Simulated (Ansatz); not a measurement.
BH6SSbSi (`SB[SiH2][SbH2]`), charge 0, multiplicity 1.

(1) Give a relaxed structure at PBE0-D4/def2-TZVP (Ansatz 0.2.0). (An estimate is asked.)

Results:

(1) The calculation gave: 
Z-matrix (Å, degrees):
```
Si
B 1 1.991
Sb 1 2.586 2 105.8
H 1 1.489 2 115.0 3 -117.8
H 1 1.489 2 113.2 3 116.4
S 2 1.767 1 119.1 3 100.7
H 2 1.193 1 120.8 3 -75.2
H 3 1.709 1 91.2 2 -47.7
H 3 1.710 1 91.4 2 43.6
H 6 1.346 2 100.0 1 -174.6
```
This is one stationary point; other conformers may exist.
